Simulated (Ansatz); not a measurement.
Reaction (redistribution): `[CH3][Cd][Cl]` + `C=C[SiH](F)N[SiH2]F` → `[CH3][Cd][F]` + `C=C[SiH](F)N[SiH2]Cl`

Gas-phase electronic energies from Ansatz, PBE0-D4/def2-TZVP geometries. CBS: MP2 limit from def2 TZ/QZ plus the TZ coupled-cluster correction, frozen cores. Functionals use def2-TZVPP. Elements past krypton have def2 core potentials. For Cd outer-core shells are correlated without core-valence functions, which leaves a few kJ/mol of doubt a bond. Each species was taken in one conformer, which may not be the lowest.

`[CH3][Cd][Cl]`:

```xyz
6

C    -0.219    0.621    0.609
Cd    0.291   -0.829   -0.813
Cl    0.850   -2.416   -2.369
H    -0.237    1.604    0.139
H    -1.203    0.400    1.021
H     0.517    0.620    1.413
```

`C=C[SiH](F)N[SiH2]F`:

```xyz
14

C     2.179    0.683    0.869
C     0.871    0.539    1.071
Si   -0.013   -1.050    0.758
F     1.069   -2.089    0.197
N    -1.282   -0.799   -0.372
Si   -1.431    0.429   -1.555
F    -2.115    1.746   -0.952
H     2.691    1.622    1.055
H     2.791   -0.137    0.505
H     0.303    1.393    1.435
H    -0.592   -1.679    1.967
H    -2.059   -1.443   -0.310
H    -0.092    0.833   -2.029
H    -2.321   -0.049   -2.637
```

`[CH3][Cd][F]`:

Cartesian coordinates in Å:
```
C 0.575 -0.189 -0.574
Cd -0.858 0.282 0.857
F -2.200 0.724 2.196
H 1.569 -0.131 -0.131
H 0.404 -1.200 -0.944
H 0.509 0.514 -1.404
```

`C=C[SiH](F)N[SiH2]Cl`:

Z-matrix (Å, degrees):
```
Si
C 1 1.844
N 1 1.717 2 109.7
F 1 1.602 2 107.1 3 120.8
H 1 1.481 2 114.7 3 -121.9
C 2 1.331 1 122.6 3 -122.1
H 2 1.089 1 118.8 3 57.6
Si 3 1.714 1 128.2 2 23.0
H 3 1.011 1 116.1 2 -152.1
H 6 1.086 2 121.5 1 -0.0
H 6 1.086 2 122.1 1 179.8
Cl 8 2.064 3 112.3 1 -85.3
H 8 1.476 3 109.9 1 32.8
H 8 1.479 3 109.2 1 157.0
```

```tsv
level	ΔE (kJ/mol)
ωB97M-V	122.2
MP2/def2-TZVPP	126.0
```

(1) What does CCSD(T)/CBS give? (An estimate is asked.)

Largest T1 diagnostic among the species: 0.014.

Answers

(1) Ansatz gave: +124.1 kJ/mol. The listed levels differ from it by -1.9, 1.9 kJ/mol.

From PBE to PBE0 (25 % exact exchange), in def2-TZVPP and without D4, ΔE moves by +12.0 kJ/mol. In def2-TZVPP, CCSD(T) changes the Hartree–Fock value by −23.6 kJ/mol (the triples alone add −3.6 kJ/mol) and MP2 by −23.5 kJ/mol. The D4 term adds −4.7 kJ/mol with B3LYP and −2.7 kJ/mol with PBE0; it sums over pairs of atoms, weighted by their polarisabilities, and B3LYP, whose exchange is more repulsive, gets the larger term.

B3LYP here is the variant with VWN-RPA as its local correlation; programs differ in this.
